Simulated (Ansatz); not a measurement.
1-bromo-3-fluoropropa-1,2-diene (C₃H₂BrF), SMILES FC=C=CBr.

Geometry optimised at ωB97X-D3(BJ)/def2-SVP.

Two levels are set side by side: PBE/def2-SVPD (Ansatz, an electronic-structure program) and PBE0/def2-SVPD (Ansatz). Energy differences of separate SCF runs at the same geometry; the states with an electron removed or added have multiplicity 2 and 2. Differences are taken from unrounded values.

```json
[
 {"quantity": "vertical ionisation energy (eV)", "PBE0": "9.91"},
 {"quantity": "vertical singlet–triplet gap (eV)", "PBE0": "3.99"}
]
```

Question: What does PBE give, and how far is it from PBE0? (An estimate is asked for; the answer gives what the named calculation found.)

Answer: 
```tsv
quantity	PBE	PBE minus PBE0
vertical ionisation energy (eV)	9.68	-0.23
vertical singlet–triplet gap (eV)	4.02	0.03
```
